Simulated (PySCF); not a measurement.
C₂H₂N₃, SMILES [N]1N=CN=C1 (connectivity only; charge and spin as stated), charge -1, multiplicity 1. Heavy atoms are numbered as in [CH:1]1=[N:5][N:4][CH:3]=[N:2]1. Hydrogens are named by the atom that carries them.

The structure is a stationary point at PBE0-D3(BJ)/def2-SVPD. The multiplicity is an assumed one; other spin states were not compared. The isomer is the one that the SMILES or the coordinates give; other isomers of the formula were not compared.

All values below come from PySCF with PBE/def2-SVPD.

Mulliken values depend strongly on the basis, most of all with diffuse functions as here. Atomic charges (e), one atom of each kind:

| atom | IAO | Mulliken |
|---|---|---|
| C1 (CH) | (withheld) | 0.61 |
| N2 | (withheld) | -0.55 |
| N4 | (withheld) | -0.40 |
| H on C1 | (withheld) | -0.43 |

### Question
Complete the blanks. (The exact figures need the calculation; the answer reports its results.)

### Answer

- C1 (CH), IAO: -0.04
- N2, IAO: -0.45
- N4, IAO: -0.34
- H on C1, IAO: 0.10
